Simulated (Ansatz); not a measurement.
Consider the formal exchange of groups at the Si–P bond: `C[Si](C)(O)P` + CH₄ → `C[Si](C)(C)O` + PH₃.

Program: Ansatz. Geometries: PBE0-D4/def2-TZVP. ΔE: electronic, gas phase. CBS: MP2 limit from def2 TZ/QZ plus the TZ coupled-cluster correction, frozen cores. This one scheme is used for every species. DFT in def2-TZVPP. Each species was taken in one conformer, which may not be the lowest.

| level | ΔE (eV) |
| --- | --- |
| PBE-D4 | 0.30 |
| BHLYP-D4 | 0.21 |
| ωB97M-V | 0.18 |
| PBE-QIDH | 0.23 |
| r2SCANh | 0.24 |
| r2SCAN0 | 0.23 |
| MP2/def2-QZVPP | 0.24 |
| MP2/CBS(def2) | 0.25 |

What does CCSD(T)/CBS give? (An estimate is asked.)

The calculation gave: +0.22 eV. The listed levels differ from it by 0.08, -0.01, -0.04, 0.01, 0.02, 0.01, 0.02, 0.03 eV.

Largest T1 diagnostic among the species: 0.013.

The D4 term adds +0.04 eV with B3LYP and +0.02 eV with PBE0; it sums over pairs of atoms, weighted by their polarisabilities, and B3LYP, whose exchange is more repulsive, gets the larger term. At CCSD(T), def2-SVP lies −0.06 eV from the extrapolated value and def2-TZVPP −0.03 eV.

B3LYP here is the variant with VWN-RPA as its local correlation; programs differ in this.
